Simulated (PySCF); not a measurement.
**Carbon: a sound run and one with changed settings**

Sound run: C⁺ [He] 2s2 2p1, C²⁺ [He] 2s2. Calculation: PySCF 2.14, in cc-pVDZ (3s2p1d, 14 functions); no relativity, point nucleus. In the sound run the correlated levels freeze 1s2. The sound run starts from symmetry-adapted Hartree-Fock orbitals and uses a fine grid where one is needed.

Changed run: all electrons correlated in a basis built for the valence shell.

```json
{"species": "C⁺", "method": "MP2", "sound run (hartree)": "-37.33082", "changed run (hartree)": "-37.33213", "converged": "yes"}
{"species": "C⁺", "method": "CCSD(T)", "sound run (hartree)": "-37.35689", "changed run (hartree)": "-37.35796", "converged": "yes"}
{"species": "C²⁺", "method": "MP2", "sound run (hartree)": "-36.44003", "changed run (hartree)": "-36.44139", "converged": "yes"}
{"species": "C²⁺", "method": "CCSD(T)", "sound run (hartree)": "-36.47258", "changed run (hartree)": "-36.47354", "converged": "yes"}
```

Ionisation energy of C⁺:

```json
{"method": "UHF", "sound run (eV)": "24.189", "changed run (eV)": "24.189"}
{"method": "MP2", "sound run (eV)": "24.240", "changed run (eV)": "24.238"}
{"method": "SCS-MP2", "sound run (eV)": "24.193", "changed run (eV)": "24.189"}
{"method": "CCSD", "sound run (eV)": "24.046", "changed run (eV)": "24.049"}
{"method": "CCSD(T)", "sound run (eV)": "24.063", "changed run (eV)": "24.066"}
```

A valence basis has no tight correlating functions, so it recovers only part of the core correlation, and not evenly between atom and ion.

For comparison, NIST gives 24.383 eV between the lowest levels.
